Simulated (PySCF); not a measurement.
Coordinates in bohr (charge 1 multiplicity 3):
```
W     0.0617    0.0000    0.0000
F     3.4618    0.0000    0.0000
F    -2.0406    2.7120    0.0000
F    -2.0406   -2.7120    0.0000
```

Level of theory: UB3LYP in PySCF with W def2-SVP with ECP60, F def2-SVP; scalar-relativistic core potentials, no spin–orbit coupling; density-fitted integrals.

This geometry of WF₃⁺ is a stationary point at this level.

(1) What is the point group?

(2) Is it a minimum?

(3) What are the dipole moment and the gap between the highest occupied and lowest empty levels of either spin?

(4) Give the ideal-gas entropy at 298.15 K and 1 bar by parts.

Answers

(1) C2v.

(2) Yes: all harmonic wavenumbers are real.

(3) 0.90 D about the centre of mass and 2.83 eV.

(4) translation 177.3, rotation 102.1, vibration 43.3, spin 9.1; total 331.8 J/(mol K).

Other isomers or separated fragments may lie lower. Other spin states or occupations of the open shell can lie lower. With an element this heavy the missing spin–orbit coupling can shift these numbers.
